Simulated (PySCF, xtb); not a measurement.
C₃H₇BO₂, SMILES OC1CB(O)C1.

GFN2-xTB run with xtb at its own geometry gives an orbital gap of 5.25 eV and a dipole moment of 1.49 D.

Coordinates come from a B3LYP-D3(BJ)/def2-SVP optimisation. This is a generated structure with no PubChem entry under its InChIKey; it may be hypothetical. Other conformers were not sampled.

What does M06-2X/def2-TZVP in PySCF give? (An estimate is asked for; the answer gives what the named calculation found.)

gap 10.17 eV (levels -9.02 and 1.15 eV), dipole 0.99 D.
